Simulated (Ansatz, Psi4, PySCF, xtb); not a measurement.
Noncovalent pair: H2O (SMILES O) (first 3 atoms) with C2H3F (SMILES C=CF); geometry from B3LYP-D3(BJ)/def2-TZVP, rigid monomers moved along the line of their centres of mass till H3···F6 is 2.41 Å.
(charge 0, multiplicity 1):
```xyz
9

O      0.3312    -0.1151    -0.5749
H      0.0316    -0.8592    -1.1067
H     -0.3617     0.0217     0.0827
C      0.8877    -0.6944     3.0151
C     -0.3842    -0.4874     3.2795
F     -1.2763    -0.1609     2.3051
H      1.2800    -0.6149     2.0099
H      1.5534    -0.9490     3.8269
H     -0.8678    -0.5418     4.2448
```

Counterpoise-corrected where a basis set is named; no monomer relaxation. Rows marked so take none.

Correlated levels freeze the cores. Rows in 3-21G, 6-311+G** carry no dispersion term and start afresh at each structure.

Codes used: Ansatz (Gaussian orbitals); Psi4 for SAPT; PySCF for 3-21G rows, 6-311+G** rows, the dispersion terms; xtb for the GFN methods. Each number belongs to the level named beside it.

```csv
level,interaction energy (kcal/mol)
GFN-FF,-3.75
HF/3-21G (no counterpoise),-6.33
PBE-D3(BJ)/def2-TZVPPD,-2.95
r2SCAN-D3(BJ)/def2-TZVPPD,-2.91
B3LYP/6-311+G** (no counterpoise),-2.59
B3LYP/def2-TZVPPD,-2.00
PBE0/def2-TZVPPD,-2.41
SCS-MP2/aug-cc-pVDZ,___
SAPT0/jun-cc-pV(D+d)Z,-2.98
```

What belongs in the gaps?


- SCS-MP2/aug-cc-pVDZ, interaction energy (kcal/mol): -2.35

Ansatz is a program for electronic structure.
